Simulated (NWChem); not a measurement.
Molecule: C2H4ClFSi; SMILES C=C(F)[SiH2]Cl

```xyz
9

C     -1.5606     1.2601     0.0000
C     -0.2311     1.2156     0.0000
F      0.4913     2.3536     0.0000
Si     0.8727    -0.3093     0.0000
Cl    -0.3325    -1.9897     0.0000
H     -2.1310     0.3300     0.0000
H     -2.0938     2.2149     0.0000
H      1.7259    -0.3192    -1.2186
H      1.7259    -0.3192     1.2186
```
Atoms are numbered in this order, from 1.

All runs: NWChem. Pople sets run with spherical d functions. The geometry was optimised at PBE0/def2-SVP. Vzz is the largest principal value of the second derivative of the potential at the nucleus (NWChem prints the opposite sign); η is the asymmetry. Non-relativistic.

```csv
level,Vzz Cl5 (a.u.),η Cl5
CAM-B3LYP/def2-TZVP,2.220,0.05
CAM-B3LYP/6-31G*,2.115,0.06
PBE0/def2-SVP,2.087,0.08
PBE0/6-31G*,[?],0.06
```

What belongs in the gaps?


- PBE0/6-31G*, Vzz Cl5 (a.u.): 2.145
